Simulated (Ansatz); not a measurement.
H₄P, SMILES [PH4+], charge +1.

Geometry optimised at TPSSh-D3(BJ)/def2-TZVPD. The isomer is the one that the SMILES or the coordinates give; other isomers of the formula were not compared.

Two levels are set side by side: PBE/def2-TZVPD (Ansatz, a quantum-chemistry and plane-wave program) and ωB97X-V/def2-TZVPD (Ansatz). Energy differences of separate SCF runs at the same geometry; the states with an electron removed or added have multiplicity 2 and 2. Differences are taken from unrounded values.

```tsv
quantity	ωB97X-V
vertical ionisation energy (eV)	22.33
vertical electron affinity (eV)	3.69
vertical singlet–triplet gap (eV)	10.35
```

Task: What does PBE give, and how far is it from ωB97X-V? (Estimate from the structure and the level; the computed values follow.)

Result: 
| quantity | PBE | PBE minus ωB97X-V |
|---|---|---|
| vertical ionisation energy (eV) | 21.93 | -0.40 |
| vertical electron affinity (eV) | 4.13 | 0.44 |
| vertical singlet–triplet gap (eV) | 9.71 | -0.64 |
